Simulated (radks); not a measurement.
Results of a calculation; reference values are marked as such.
The phosphorus anion P3-, [Ar], held by a Watson sphere: a shell of charge +3 at radius R that stands for the Madelung well of a crystal (potential energy -3/R inside, -3/r outside, in hartree with lengths in bohr). Level of theory: non-relativistic Kohn-Sham, PBE, spin-polarised, spherical densities, point nucleus (a radial shooting solver on a logarithmic mesh with Libxc functionals). Response by self-consistent Sternheimer equations with the Hartree and adiabatic LDA kernel. The sphere does not respond.

R (bohr) = 1.85: e(2p) (eV) -121.41; e(3s) (eV) -17.214; e(3p) (eV) -8.451; <r> 3p (bohr) 2.176; sum of <r^2> (bohr^2) 43.78; X-ray form factor at sin(theta)/lambda = 0.3 1/angstrom 8.523; alpha (bohr^3) 25.65
R (bohr) = 2.43: e(2p) (eV) -120.77; e(3s) (eV) -15.088; e(3p) (eV) -7.258; <r> 3p (bohr) 2.414; sum of <r^2> (bohr^2) 52.73; X-ray form factor at sin(theta)/lambda = 0.3 1/angstrom 8.430; alpha (bohr^3) 38.10
R (bohr) = 3.13: e(2p) (eV) -120.82; e(3s) (eV) -13.077; e(3p) (eV) -5.827; <r> 3p (bohr) 2.694; sum of <r^2> (bohr^2) 64.39; X-ray form factor at sin(theta)/lambda = 0.3 1/angstrom 8.477; alpha (bohr^3) 63.45
R (bohr) = 3.4: e(2p) (eV) -120.79; e(3s) (eV) -12.472; e(3p) (eV) -5.335; <r> 3p (bohr) 2.799; sum of <r^2> (bohr^2) 69.07; X-ray form factor at sin(theta)/lambda = 0.3 1/angstrom 8.503; alpha (bohr^3) 77.41
R (bohr) = 3.94: e(2p) (eV) -120.67; e(3s) (eV) -11.511; e(3p) (eV) -4.479; <r> 3p (bohr) 3.003; sum of <r^2> (bohr^2) 78.83; X-ray form factor at sin(theta)/lambda = 0.3 1/angstrom 8.539; alpha (bohr^3) 114.9
R (bohr) = 4.17: e(2p) (eV) -120.60; e(3s) (eV) -11.188; e(3p) (eV) -4.166; <r> 3p (bohr) 3.089; sum of <r^2> (bohr^2) 83.19; X-ray form factor at sin(theta)/lambda = 0.3 1/angstrom 8.548; alpha (bohr^3) 135.6
R (bohr) = 4.19: e(2p) (eV) -120.59; e(3s) (eV) -11.163; e(3p) (eV) -4.141; <r> 3p (bohr) 3.097; sum of <r^2> (bohr^2) 83.57; X-ray form factor at sin(theta)/lambda = 0.3 1/angstrom 8.548; alpha (bohr^3) 137.5
